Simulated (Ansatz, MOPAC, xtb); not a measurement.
Complex: H2O (SMILES O) (first 3 atoms) with SO2 (SMILES O=S=O); geometry from B3LYP-D3(BJ)/def2-TZVP, rigid monomers moved along the line of their centres of mass till O1···S5 is 4.87 Å.
(charge 0, multiplicity 1):
```xyz
6

O      0.50567    -0.09015     0.61050
H      0.60674     0.85034     0.42236
H     -0.36268    -0.33460     0.26938
O     -1.62174    -0.56586     5.29619
S     -0.26945    -0.08311     5.41694
O     -0.06968     1.33819     5.54460
```

Counterpoise-corrected where a basis set is named; no monomer relaxation.

The state that AM1 reach isn't checked.

The values were computed with Ansatz (Gaussian orbitals); MOPAC for AM1 (differences of heats of formation); xtb for the GFN methods. Each number belongs to the level named beside it.

**Question.** One of these levels gives -1.02 kcal/mol for the interaction energy. Which?
A. PBE/def2-TZVPPD
B. AM1
C. GFN2-xTB

**Answer.** B, AM1. The others give -1.36 (GFN2-xTB), -0.71 (PBE/def2-TZVPPD)

Ansatz is an electronic-structure program.
